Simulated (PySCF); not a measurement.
C₅H₁₀AlNO.
Numbering: `[CH3:1][O+:2]([CH3:3])[AlH2-:4]/[CH:5]=[CH:6]\[C:7]#[N:8]` (hydrogens: H9, H10, H11 on C1; H12, H13, H14 on C3; H15, H16 on Al4; H17 on C5; H18 on C6)

Theory: PBE0/def2-SV(P) geometry optimisation, gas phase (PySCF 2.14.0).

Problem. List the bond lengths, angles and torsions at this level.

Solution. 
```
                  bond  length (Å)   order
          C1–O2, O2–C3       1.426  single
                O2–Al4       1.966  single
                Al4–C5       2.000  single
                 C5=C6       1.351  double
                 C6–C7       1.431  single
                 C7≡N8       1.162  triple
C1–H9 and 5 like bonds       1.102  single
      Al4–H15, Al4–H16       1.605  single
                C5–H17       1.104  single
                C6–H18       1.100  single
```

Bonds in one row agree within 0.01 Å and their mean is given. Orders are formal, as drawn. A selection of angles:
```
      angle  degrees
   O2–C1–H9    109.2
  O2–C1–H10    107.2
  H9–C1–H10    109.6
  H9–C1–H11    110.8
   C1–O2–C3    114.0
  C1–O2–Al4    122.7
  O2–Al4–C5    106.9
 O2–Al4–H15    100.0
 C5–Al4–H15    113.5
H15–Al4–H16    120.5
  Al4–C5–C6    132.5
 Al4–C5–H17    115.2
  C6–C5–H17    112.3
   C5–C6–C7    123.0
  C5–C6–H18    122.7
  C7–C6–H18    114.3
   C6–C7–N8    179.9
```

Dihedral angles: C1–O2–Al4–C5 85° (synclinal); O2–Al4–C5–C6 3° (synperiplanar); Al4–C5–C6–C7 0° (synperiplanar). The mirror-image conformer, all signs reversed, is as good.

The 2 C–C bonds span 1.351 Å (C5=C6, drawn double) to 1.431 Å (C6–C7, drawn single), a spread of 0.080 Å. O2 (oxygen bonded to Al and 2 C) is planar (angles 123.1°, 122.7° and 114.0°, sum 359.8°, 0.04 Å off the plane of its three neighbours). Al4 (aluminium bonded to C, O and 2 H) is distorted tetrahedral (angles from 100.0° to 120.5°). Of the pairs four or more bonds apart, N8···H12 is among the closest relative to their van der Waals radii: 2.55 Å, 93 % of the sum of Bondi's values.

Point group: near Cs, missed by 0.16 Å at most; the miss may be what the optimiser left on a soft mode. No frequency check. The numbers are those of one conformer.

On one thread of an Arm Neoverse N1, shared host, this took 94 s and 0.61 GiB of memory at its peak. That covers the optimisation of the geometry.
